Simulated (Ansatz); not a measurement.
Reactions of C4H6O (`C=CC=CO`).

Computed with Ansatz on PBE0-D4/def2-TZVP structures; ΔE is electronic, products minus reactants. CCSD(T)/CBS adds triple-zeta CCSD(T) − MP2 to the extrapolated MP2 energy (def2 sets, frozen cores). Small cases extrapolate CCSD(T) itself. Double bonds are as drawn, so ΔE can hold a change between cis and trans. No spin–orbit coupling; open shells (•) take unrestricted orbitals. Spin–orbit coupling would lower the free atoms: a little for C, O. def2 core potentials past Kr. For I outer-core shells are correlated without core-valence functions, so the limit isn't a true one: a few kJ/mol of doubt a bond, and 10 to 20 or more in all where bonds break to atoms. One conformer a species, not always the lowest.

Task: Order these by ΔE at CCSD(T)/CBS, lowest first. (Best estimate.)
A. `C=C/C=C\O` → `C1=COCC1`
B. `C=C/C=C\O` + HI → `O/C=C\I` + ethylene
C. `C=C/C=C\O` → `C=COC=C`
D. `C=C/C=C\O` + H–F → `C=C/C=C\F` + H₂O
E. `C=C/C=C\O` + H₂ → `C=CC=C` + H₂O
F. `C=C/C=C\O` → `C#CCOC`
G. `C=C/C=C\O` → `C1=CCOC1`
H. `C=C/C=C\O` → 4 C• + 6 H• + O•

Result: E (-86.8 kJ/mol), A (-19.7 kJ/mol), G (-5.8 kJ/mol), D (+13.2 kJ/mol), B (+21.5 kJ/mol), C (+51.1 kJ/mol), F (+135.3 kJ/mol), H (+4655.6 kJ/mol).

Largest T1 diagnostic: 0.013, for `C=COC=C`.

Extrapolated directly: `C=C/C=C\O` → 4 C• + 6 H• + O•.
